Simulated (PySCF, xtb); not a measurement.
B(Cl)(SMe)2 (C₂H₆BClS₂), SMILES CSB(Cl)SC. The values are those of a single conformer.

Harmonic wavenumbers (cm⁻¹) from GFN2-xTB in xtb 6.7.1 at its own minimum, in rising order: 80, 90, 104, 121, 139, 179, 247, 283, 353, 426, 724, 731, 792, 841, 945, 948, 965, 968, 1315, 1320, 1437, 1438, 1441, 1441, 3044, 3044, 3049, 3051, 3065, 3069.

**Question.** What does PBE-D3(BJ)/def2-SVP in PySCF give at its own minimum? (The exact figures need the calculation; the answer reports its results.)

**Answer.** 74, 93, 110, 146, 147, 184, 262, 310, 406, 440, 700, 704, 916, 925, 927, 928, 969, 980, 1279, 1284, 1391, 1393, 1394, 1399, 2985, 2994, 3092, 3107, 3108, 3112. Paired by order, the mean absolute difference is 34 cm⁻¹ and the zero-point energies are 51.0 and 51.1 kcal/mol.
